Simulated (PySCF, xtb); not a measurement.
H₄SiSn, SMILES [SiH3][SnH] (connectivity only; charge and spin as stated), neutral, multiplicity 1.

Harmonic wavenumbers (cm⁻¹) from xtb with GFN2-xTB at its own minimum, in rising order: 50, 287, 315, 343, 544, 782, 835, 844, 1375, 2085, 2136, 2162.

What does B3LYP-D3(BJ)/def2-TZVP (PySCF) give at its own minimum? (Estimate from the structure and the level; the computed values follow.)

89, 264, 337, 348, 580, 855, 938, 955, 1696, 2174, 2186, 2197. Paired by order, the mean absolute difference is 75 cm⁻¹ and the zero-point energies are 16.8 and 18.0 kcal/mol.
